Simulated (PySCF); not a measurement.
F₂GaHO, SMILES [F][Ga]([F])[OH]. Geometry optimised at PBE0-D3(BJ)/def2-SVP. Other conformers were not sampled.

Level of theory: PBE0-D3(BJ)/def2-SVP (PySCF).

Harmonic wavenumbers (cm⁻¹): 176, 192, 202, 347, 677, 757, 775, 852, 3901. Rotational constants (GHz): 6.070, 5.885, 2.988; symmetry number 1.

Q: Work out the zero-point energy and the ideal-gas rigid-rotor harmonic-oscillator thermochemistry at 298.15 K and 1 atm.

A: ZPE = ½ Σ hcν = ½ × 7879 cm⁻¹ = 47.13 kJ/mol. H − E(el) = 63.50 kJ/mol. Entropy in J/(mol K): translation 168.94, rotation 106.75, vibration 37.00, total 312.68. G − E(el) = -29.73 kJ/mol. Cp = 75.10 J/(mol K).
